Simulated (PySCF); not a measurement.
C3H7F2Ga, singlet, at a GFN2-xTB geometry (such geometries of metal compounds can be far from the true shape), with bond 13-6 at 1.8 times its length; CASSCF(4,3)+NEVPT2/STO-3G (PySCF).

Input for PySCF:
```python
from pyscf import gto, scf, mcscf, mrpt
import numpy

mol = gto.M(
    atom='''
Ga    0.09892915   -0.07859962    0.83425323
F    -0.32018561   -0.75896259    2.40530252
F     1.44177438    1.05391385    0.97853268
C    -0.76619354   -0.45443091   -0.99448360
C    -0.05020214    0.34583560   -2.06883598
C    -0.68668981    0.09460589   -3.43345355
H    -1.82009060   -0.18336246   -0.91217023
H    -0.69917975   -1.53003725   -1.16594078
H    -0.09963230    1.41276451   -1.83355355
H     1.00626470    0.06497255   -2.10058212
H    -0.62791283   -0.95901652   -3.69693694
H    -0.16889783    0.66954637   -4.19666396
H    -2.57030202    0.62828850   -3.42702192
''',
    basis='sto-3g',
    verbose=4,
)

mf = scf.RHF(mol)
mf.kernel()
mc = mcscf.CASSCF(mf, 3, 4)
mc.fix_spin_(ss=0.0)
mc.kernel()
occ = numpy.linalg.eigvalsh(mc.fcisolver.make_rdm1(mc.ci, mc.ncas, mc.nelecas))[::-1]
ss = mc.fcisolver.spin_square(mc.ci, mc.ncas, mc.nelecas)[0]
print('natural occupations', occ.round(4), ' <S^2>', round(ss, 4))
e2 = mrpt.NEVPT(mc).kernel()
print('E(NEVPT2) = %.10f' % (mc.e_tot + e2))
```

What the program printed (banner, timings and long lists left out):

```
PySCF version 2.14.0

[INPUT] verbose = 4
[INPUT] num. atoms = 13
[INPUT] num. electrons = 74
[INPUT] charge = 0
[INPUT] spin (= nelec alpha-beta = 2S) = 0
[INPUT] symmetry False subgroup None
[INPUT] Mole.unit = angstrom
[INPUT] Symbol           X                Y                Z      unit          X                Y                Z       unit  Magmom
[...]
nuclear repulsion = 450.277828907211
number of shells = 30
number of NR pGTOs = 150
number of NR cGTOs = 50
basis = sto-3g
ecp = {}

******** <class 'pyscf.scf.hf.RHF'> ********
method = RHF
initial guess = minao
damping factor = 0
level_shift factor = 0
DIIS = <class 'pyscf.scf.diis.CDIIS'>
diis_start_cycle = 1
diis_space = 8
diis_damp = 0
SCF conv_tol = 1e-09
SCF conv_tol_grad = None
SCF max_cycles = 50
direct_scf = True
direct_scf_tol = 1e-13
Set gradient conv threshold to 3.16228e-05
Initial guess from minao.
init E= -2210.58808689873
[...]
cycle= 1 E= -2212.79726537252  delta_E= -2.21  |g|= 0.598  |ddm|=    4
[...]
cycle= 2 E= -2213.01605763367  delta_E= -0.219  |g|= 0.244  |ddm|= 1.52
[...]
cycle= 3 E= -2213.04082188994  delta_E= -0.0248  |g|= 0.0675  |ddm|= 0.424
[...]
cycle= 4 E= -2213.04415324527  delta_E= -0.00333  |g|= 0.0221  |ddm|= 0.172
[...]
cycle= 5 E= -2213.04453712207  delta_E= -0.000384  |g|= 0.00881  |ddm|= 0.0639
[...]
cycle= 6 E= -2213.04459697808  delta_E= -5.99e-05  |g|= 0.00348  |ddm|= 0.0215
[...]
cycle= 7 E= -2213.0446179678  delta_E= -2.1e-05  |g|= 0.00131  |ddm|= 0.0186
[...]
cycle= 8 E= -2213.04462106074  delta_E= -3.09e-06  |g|= 0.000701  |ddm|= 0.0067
[...]
cycle= 9 E= -2213.04462221574  delta_E= -1.15e-06  |g|= 0.000214  |ddm|= 0.00544
[...]
cycle= 10 E= -2213.04462231232  delta_E= -9.66e-08  |g|= 8.41e-05  |ddm|= 0.00145
[...]
cycle= 11 E= -2213.04462232782  delta_E= -1.55e-08  |g|= 4e-05  |ddm|= 0.000501
[...]
cycle= 12 E= -2213.04462233203  delta_E= -4.2e-09  |g|= 2.31e-05  |ddm|= 0.000233
[...]
cycle= 13 E= -2213.04462233386  delta_E= -1.84e-09  |g|= 9.53e-06  |ddm|= 0.000204
[...]
cycle= 14 E= -2213.04462233413  delta_E= -2.61e-10  |g|= 4.1e-06  |ddm|= 7.8e-05
[...]
Extra cycle  E= -2213.04462233415  delta_E= -2.86e-11  |g|= 2.79e-06  |ddm|= 1.18e-05
converged SCF energy = -2213.04462233415

******** <class 'pyscf.mcscf.mc1step.CASSCF'> ********
CAS (2e+2e, 3o), ncore = 35, nvir = 12
max_cycle_macro = 50
max_cycle_micro = 4
conv_tol = 1e-07
conv_tol_grad = None
orbital rotation max_stepsize = 0.02
orbital rotation threshold for CI restart = 0.01
augmented hessian ah_max_cycle = 30
augmented hessian ah_conv_tol = 1e-12
augmented hessian ah_linear dependence = 1e-14
augmented hessian ah_level shift = 1e-08
augmented hessian ah_start_tol = 2.5
augmented hessian ah_start_cycle = 3
augmented hessian ah_grad_trust_region = 3
kf_trust_region = 3
kf_interval = 4
ci_response_space = 4
ci_grad_trust_region = 3
with_dep4 0
natorb = False
canonicalization = True
sorting_mo_energy = False
ao2mo_level = 2
internal_rotation = False
******** <class 'pyscf.fci.addons.SpinPenaltyFCISolver'> ********
max. cycles = 50
conv_tol = 1e-08
davidson only = True
linear dependence = 1e-12
level shift = 0.001
max iter space = 12
nroots = 1
pspace_size = 400
spin = None
CASCI E = -2213.04466735377  S^2 = 0.0000000
Set conv_tol_grad to 0.000316228
macro iter   1 (  7 JK    2 micro), CASSCF E = -2213.04469383468  dE = -2.64809114e-05  S^2 = 0.0000000
               |grad[o]|=0.000221  |grad[c]|=0.00369  |ddm|=0.00494  |maxRot[o]|=0.0404
macro iter   2 (  7 JK    2 micro), CASSCF E = -2213.04473458920  dE = -4.07545181e-05  S^2 = 0.0000000
               |grad[o]|=0.000353  |grad[c]|=0.00387  |ddm|=0.00185  |maxRot[o]|=0.0472
macro iter   3 (  7 JK    2 micro), CASSCF E = -2213.04477989771  dE = -4.53085108e-05  S^2 = 0.0000000
               |grad[o]|=0.000552  |grad[c]|=0.00521  |ddm|=0.00368  |maxRot[o]|=0.0643
macro iter   4 (  7 JK    2 micro), CASSCF E = -2213.04482988905  dE = -4.99913390e-05  S^2 = 0.0000000
               |grad[o]|=0.000721  |grad[c]|=0.00527  |ddm|=0.00537  |maxRot[o]|=0.0699
macro iter   5 (  7 JK    2 micro), CASSCF E = -2213.04491124487  dE = -8.13558149e-05  S^2 = 0.0000000
               |grad[o]|=0.000858  |grad[c]|=0.0045  |ddm|=0.00874  |maxRot[o]|=0.0699
macro iter   6 (  7 JK    2 micro), CASSCF E = -2213.04502133723  dE = -1.10092362e-04  S^2 = 0.0000000
               |grad[o]|=0.00111  |grad[c]|=0.00381  |ddm|=0.0121  |maxRot[o]|=0.0699
macro iter   7 (  7 JK    2 micro), CASSCF E = -2213.04516790001  dE = -1.46562780e-04  S^2 = 0.0000000
               |grad[o]|=0.00144  |grad[c]|=0.00234  |ddm|=0.00816  |maxRot[o]|=0.0602
macro iter   8 (  7 JK    2 micro), CASSCF E = -2213.04539134353  dE = -2.23443516e-04  S^2 = 0.0000000
               |grad[o]|=0.00183  |grad[c]|=0.00198  |ddm|=0.0119  |maxRot[o]|=0.0699
macro iter   9 (  7 JK    2 micro), CASSCF E = -2213.04560474560  dE = -2.13402078e-04  S^2 = 0.0000000
               |grad[o]|=0.0022  |grad[c]|=0.00552  |ddm|=0.00456  |maxRot[o]|=0.0699
macro iter  10 ( 17 JK    4 micro), CASSCF E = -2213.04620020897  dE = -5.95463364e-04  S^2 = 0.0000000
               |grad[o]|=0.00261  |grad[c]|=0.0444  |ddm|=0.00588  |maxRot[o]|=0.116
macro iter  11 (  7 JK    2 micro), CASSCF E = -2213.04669325167  dE = -4.93042702e-04  S^2 = 0.0000000
               |grad[o]|=0.00304  |grad[c]|=0.00442  |ddm|=0.0231  |maxRot[o]|=0.0699
macro iter  12 (  7 JK    2 micro), CASSCF E = -2213.04723375062  dE = -5.40498948e-04  S^2 = 0.0000000
               |grad[o]|=0.00337  |grad[c]|=0.00332  |ddm|=0.025  |maxRot[o]|=0.0699
macro iter  13 (  7 JK    2 micro), CASSCF E = -2213.04758182208  dE = -3.48071465e-04  S^2 = 0.0000000
               |grad[o]|=0.00353  |grad[c]|=0.00126  |ddm|=0.0137  |maxRot[o]|=0.0676
macro iter  14 (  7 JK    2 micro), CASSCF E = -2213.04808896184  dE = -5.07139756e-04  S^2 = 0.0000000
               |grad[o]|=0.00391  |grad[c]|=0.00155  |ddm|=0.0153  |maxRot[o]|=0.0699
[...]
macro iter  29 (  7 JK    2 micro), CASSCF E = -2213.06524411338  dE = -1.97450967e-04  S^2 = 0.0000000
               |grad[o]|=0.00453  |grad[c]|=0.0107  |ddm|=0.00837  |maxRot[o]|=0.0699
macro iter  30 (  7 JK    2 micro), CASSCF E = -2213.06539324218  dE = -1.49128800e-04  S^2 = 0.0000000
               |grad[o]|=0.00353  |grad[c]|=0.0116  |ddm|=0.00795  |maxRot[o]|=0.0699
macro iter  31 (  7 JK    2 micro), CASSCF E = -2213.06549180625  dE = -9.85640659e-05  S^2 = 0.0000000
               |grad[o]|=0.0025  |grad[c]|=0.0118  |ddm|=0.00698  |maxRot[o]|=0.0699
macro iter  32 (  7 JK    2 micro), CASSCF E = -2213.06553840577  dE = -4.65995176e-05  S^2 = 0.0000000
               |grad[o]|=0.00149  |grad[c]|=0.0118  |ddm|=0.00603  |maxRot[o]|=0.0699
macro iter  33 (  6 JK    2 micro), CASSCF E = -2213.06553980947  dE = -1.40370094e-06  S^2 = 0.0000000
               |grad[o]|=0.000619  |grad[c]|=0.000555  |ddm|=0.00211  |maxRot[o]|=0.0115
macro iter  34 ( 15 JK    4 micro), CASSCF E = -2213.06550122566  dE =  3.85838116e-05  S^2 = 0.0000000
               |grad[o]|=0.00158  |grad[c]|=0.0323  |ddm|=0.0236  |maxRot[o]|=0.0934
macro iter  35 ( 21 JK    4 micro), CASSCF E = -2213.06550015461  dE =  1.07104961e-06  S^2 = 0.0000000
               |grad[o]|=0.000987  |grad[c]|=0.00167  |ddm|=0.00118  |maxRot[o]|=0.00803
macro iter  36 ( 25 JK    4 micro), CASSCF E = -2213.06551631907  dE = -1.61644625e-05  S^2 = 0.0000000
               |grad[o]|=0.000598  |grad[c]|=0.000402  |ddm|=0.000461  |maxRot[o]|=0.0178
macro iter  37 ( 21 JK    4 micro), CASSCF E = -2213.06551145186  dE =  4.86721365e-06  S^2 = 0.0000000
               |grad[o]|=0.000391  |grad[c]|=0.0016  |ddm|=0.0011  |maxRot[o]|=0.00994
macro iter  38 ( 25 JK    4 micro), CASSCF E = -2213.06552435170  dE = -1.28998431e-05  S^2 = 0.0000000
               |grad[o]|=0.000398  |grad[c]|=0.000503  |ddm|=0.000598  |maxRot[o]|=0.0198
macro iter  39 (  7 JK    2 micro), CASSCF E = -2213.06553606332  dE = -1.17116192e-05  S^2 = 0.0000000
               |grad[o]|=0.000293  |grad[c]|=0.00139  |ddm|=0.00107  |maxRot[o]|=0.021
macro iter  40 (  7 JK    2 micro), CASSCF E = -2213.06554374647  dE = -7.68314658e-06  S^2 = 0.0000000
               |grad[o]|=0.000213  |grad[c]|=0.00317  |ddm|=0.00256  |maxRot[o]|=0.0339
macro iter  41 ( 12 JK    2 micro), CASSCF E = -2213.06554382255  dE = -7.60815055e-08  S^2 = 0.0000000
               |grad[o]|=0.000176  |grad[c]|=0.000204  |ddm|=0.000522  |maxRot[o]|=0.00672
1-step CASSCF converged in  41 macro (489 JK 112 micro) steps
CASSCF canonicalization
Density matrix diagonal elements [1.97670607 1.97672359 0.04657034]
CASSCF energy = -2213.06554382255
CASCI E = -2213.06554382255  E(CI) = -4.97992272174088  S^2 = 0.0000000
natural occupations [1.9973 1.9613 0.0414]  <S^2> 0.0

******** <class 'pyscf.mrpt.nevpt2.NEVPT'> ********
NEVPT2 (2e+2e, 3o), ncore = 35, nvir = 12
root = 0
Natural occ [1.99729178 1.96129931 0.0414089 ]
Natural orbital (expansion on meta-Lowdin AOs) in CAS space
               #1        #2        #3
0 Ga 1s          0.00044   0.00053   0.00124
0 Ga 2s          0.00521   0.00181   0.00328
0 Ga 3s         -0.04733  -0.00558  -0.02720
0 Ga 4s         -0.18233  -0.14620  -0.51638
0 Ga 2px         0.00012   0.00004   0.00018
0 Ga 2py         0.00022   0.00007   0.00027
0 Ga 2pz        -0.00061  -0.00017  -0.00056
0 Ga 3px         0.01678  -0.00702  -0.00420
0 Ga 3py         0.02404  -0.01076  -0.00549
0 Ga 3pz        -0.04556   0.02282   0.00895
0 Ga 4px         0.08663   0.07168   0.14431
0 Ga 4py         0.13469   0.12376   0.21589
0 Ga 4pz        -0.29013  -0.30602  -0.44206
0 Ga 3dxy        0.39014  -0.24640  -0.13730
0 Ga 3dyz       -0.28286   0.15934   0.09936
0 Ga 3dz^2       0.61538  -0.37102  -0.22018
0 Ga 3dxz        0.02346  -0.02955  -0.00977
0 Ga 3dx2-y2     0.03145  -0.02336  -0.01118
1 F 1s          -0.00312  -0.00122  -0.00373
1 F 2s          -0.19829  -0.05212   0.21360
1 F 2px         -0.06787  -0.16063   0.11318
1 F 2py         -0.09617  -0.28226   0.19111
1 F 2pz          0.18824   0.71551  -0.46384
2 F 1s          -0.00020   0.00001  -0.00067
2 F 2s           0.00913   0.00469   0.03744
2 F 2px         -0.13443  -0.04439  -0.10193
2 F 2py         -0.14813  -0.05517  -0.10336
2 F 2pz          0.15480   0.08317   0.07237
3 C 1s          -0.00050   0.00029  -0.00110
3 C 2s           0.09880   0.02120   0.09448
3 C 2px          0.09098   0.02431   0.07902
3 C 2py          0.02889   0.00695   0.03104
3 C 2pz          0.24139   0.06808   0.18035
4 C 1s           0.00046   0.00024   0.00054
4 C 2s          -0.03240  -0.01138  -0.02807
4 C 2px          0.02338   0.00415   0.02072
4 C 2py          0.02959   0.00592   0.02358
4 C 2pz         -0.05607  -0.01425  -0.03588
5 C 1s          -0.00038  -0.00013  -0.00034
5 C 2s           0.02632   0.00888   0.02268
5 C 2px          0.01367   0.00493   0.01226
5 C 2py          0.00596   0.00253   0.00577
5 C 2pz          0.04319   0.01418   0.03450
6 H 1s          -0.00711  -0.00079  -0.00263
7 H 1s          -0.00563  -0.00054  -0.00149
8 H 1s          -0.01591  -0.00677  -0.01468
9 H 1s          -0.01418  -0.00608  -0.01342
10 H 1s          0.00268  -0.00009   0.00267
11 H 1s         -0.02210  -0.00583  -0.01780
12 H 1s          0.00496  -0.00029   0.00459
<CAS-nat-orb|mo-hf>  36     36      -0.45411366
<CAS-nat-orb|mo-hf>  36     37       0.68525556
<CAS-nat-orb|mo-hf>  37     23      -0.42145432
<CAS-nat-orb|mo-hf>  37     27      -0.41625275
<CAS-nat-orb|mo-hf>  37     29       0.47177648
<CAS-nat-orb|mo-hf>  38     40      -0.80671692
<CAS-nat-orb|mo-hf>  38     41       0.42231417
Sr    (-1)',   E = -0.00170044796078
Si    (+1)',   E = -0.00000001075035
Sijrs (0)  ,   E = -0.22956906694065
Sijr  (+1) ,   E = -0.00898367089808
Srsi  (-1) ,   E = -0.00877725663664
Srs   (-2) ,   E = -0.00054998103321
Sij   (+2) ,   E = -0.00092091512970
Sir   (0)' ,   E = -0.02452452800810
Nevpt2 Energy = -0.275025877357520
E(NEVPT2) = -2213.3405696999
```
